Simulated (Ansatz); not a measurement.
`F[SiH2][SeH]` + `[OH]`• → `F[SiH][SeH]`• + H₂O  (hydrogen abstraction from the Si–H bond)

Calculated with Ansatz (gas phase, PBE0-D4/def2-TZVP geometries, no zero-point term in ΔE). CBS: MP2 limit from def2 TZ/QZ plus the TZ coupled-cluster correction, frozen cores. This one scheme is used for every species. Functionals use def2-TZVPP. Open shells (•) are unrestricted, without spin–orbit coupling. For Se outer-core shells are correlated without core-valence functions, which leaves a few kJ/mol of doubt a bond. Scalar relativity is left out up to krypton. Each species was taken in one conformer, which may not be the lowest.

| level | ΔE (kcal/mol) |
| --- | --- |
| r2SCAN-D4 | -28.1 |
| B97M-V | -25.7 |
| r2SCAN0-D4 | -25.1 |
| HF/def2-SVP | -6.6 |
| CCSD(T)/def2-SVP | -21.5 |
| HF/def2-QZVPP | -8.8 |
| MP2/def2-QZVPP | -32.2 |
| MP2/CBS(def2) | -33.0 |

Problem. What does CCSD(T)/CBS give? (Estimate.)

Solution. The calculation gave: -27.5 kcal/mol. The listed levels differ from it by -0.6, 1.8, 2.4, 20.9, 6.0, 18.7, -4.7, -5.5 kcal/mol.

Largest T1 diagnostic among the species: 0.013.

From PBE to PBE0 (25 % exact exchange), in def2-TZVPP and without D4, ΔE moves by +4.8 kcal/mol. Leaving LDA and LC-ωPBE aside and taking each functional with its dispersion term where it has one, the values, not all of them listed here, spread over 12.3 kcal/mol, from PBE-D4 to BHLYP-D4. LDA lies −8.6 kcal/mol from PBE without D4. At CCSD(T), def2-SVP lies +6.0 kcal/mol from the extrapolated value and def2-TZVPP +2.1 kcal/mol.
